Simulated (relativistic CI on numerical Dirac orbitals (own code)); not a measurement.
# Radial parameters of La XXVI

Method of calculation: Dirac-Coulomb-Breit CI, orbitals from a KLI potential per configuration, QED by a radiative potential, unscaled Slater integrals (own radial code, finite nucleus).

Slater integrals F^k, G^k are unscaled and averaged over j, outside the closed core [Ar] 3d10; ζ comes from projecting the Hamiltonian with its Breit term on Σ l·s of the shell.

- 4s2.4p2: F^2(4p,4p) = 170520, ζ(4p) = 124460 cm⁻¹; <r>(4p) = 0.6045, <r^2>(4p) = 0.4125 (bohr units).
- 4s.4p3: F^2(4p,4p) = 170500, G^1(4s,4p) = 223400, ζ(4p) = 124330 cm⁻¹; <r>(4s) = 0.589, <r^2>(4s) = 0.3893, <r>(4p) = 0.6045, <r^2>(4p) = 0.4126 (bohr units).
- 4s2.4p.4d: ζ(4p) = 124760, F^2(4p,4d) = 166210, G^1(4p,4d) = 208040, G^3(4p,4d) = 132980, ζ(4d) = 14780 cm⁻¹; <r>(4p) = 0.6047, <r^2>(4p) = 0.4128, <r>(4d) = 0.6147, <r^2>(4d) = 0.4312 (bohr units).

Averages of the first 10 configurations, taken without configuration mixing, which lowers the lowest level and can move excited configurations by several eV; other configurations of the list can lie among them:

| Configuration | Parity | States | Average energy above the lowest level (eV) |
| --- | --- | --- | --- |
| 4s2.4p2 | even | 15 | 33.2 |
| 4s.4p3 | odd | 40 | 108.6 |
| 4s2.4p.4d | odd | 60 | 143.5 |
| 4p4 | even | 15 | 191.7 |
| 4s.4p2.4d | even | 300 | 215.6 |
| 4s2.4p.4f | even | 84 | 253.7 |
| 4s.4p2.4f | odd | 420 | 326.1 |
| 4p3.4d | odd | 200 | 295.4 |
| 4s.4p.4d2 | odd | 540 | 324.8 |
| 4s2.4d.4f | odd | 140 | 364.5 |
